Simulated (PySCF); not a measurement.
Do core-level shifts follow atomic charges?

Compound: AlEt2(SMe), C5H13AlS.
Z-matrix (Å and degrees, PBE0-D3(BJ)/def2-SVP geometry), rows numbered from 1:
```
Al
C   1  1.9624
C   2  1.5282  1  116.32
H   2  1.1069  1  107.54  3  -124.51
H   2  1.1071  1  106.98  3   124.07
H   3  1.1029  2  112.36  1   178.78
H   3  1.1016  2  111.70  1   -60.78
H   3  1.1015  2  111.78  1    58.34
C   1  1.9693  2  125.66  3  -178.47
C   9  1.5328  1  114.45  2   107.26
H   9  1.1049  1  107.95  2   -15.43
H   9  1.1056  1  109.27  2  -129.19
H  10  1.1029  9  112.25  1  -179.42
H  10  1.1024  9  111.95  1   -59.41
H  10  1.1022  9  112.01  1    60.26
S   1  2.1894  2  114.15  3    -0.74
C  16  1.8264  1  104.89  2   178.60
H  17  1.0986 16  108.65  1  -126.62
H  17  1.0987 16  109.30  1   114.88
H  17  1.0981 16  112.47  1    -6.19
```

Binding energies: PySCF 2.14.0, delta-SCF UKS SCAN, pcX-2 on the ionised atom, pcseg-1 elsewhere, spin-free X2C. Charges: PBE0/pcSseg-1 (pcSseg-2 on Al) ground-state density, for the ionised atom.

```json
{"atom": "C2", "environment": "carbon bonded to Al, C and 2 H", "C 1s (eV)": "289.50", "Mulliken (e)": "-0.628", "IAO (e)": "-0.614", "Hirshfeld (e)": "-0.217", "ESP (e)": "-0.096"}
{"atom": "C3", "environment": "carbon bonded to C and 3 H", "C 1s (eV)": "290.31", "Mulliken (e)": "-0.281", "IAO (e)": "-0.394", "Hirshfeld (e)": "-0.121", "ESP (e)": "-0.124"}
{"atom": "C17", "environment": "carbon bonded to S and 3 H", "C 1s (eV)": "291.11", "Mulliken (e)": "-0.406", "IAO (e)": "-0.479", "Hirshfeld (e)": "-0.116", "ESP (e)": "-0.034"}
```

Question: How well does each charge scheme correlate with the binding energies over these sites?

Answer: Hirshfeld: r = 0.89, slope 12.5 eV per e; ESP: r = 0.67, slope 11.8 eV per e; Mulliken: r = 0.64, slope 2.9 eV per e; IAO: r = 0.61, slope 4.4 eV per e. Hirshfeld charges have the highest r, on only 3 points.

Question: The point-charge model writes a binding energy as kq + V + constant, with V the potential of the other atoms' charges at the site. What does it give with the Mulliken charges?

Answer: V = Σ 14.40 eV Å × q/r over all other atoms: +6.62 eV at C2, +2.38 eV at C3, +5.05 eV at C17. Fitting binding energy − V to q gives k = 14.5 eV per e and leaves an rms residual of 0.02 eV, against 0.51 eV for the fit on q alone. The model has no term for differences in relaxation between sites.

One conformer (not necessarily the lowest) at the PBE0-D3(BJ)/def2-SVP geometry, without solvent, vibrations or thermal averaging.
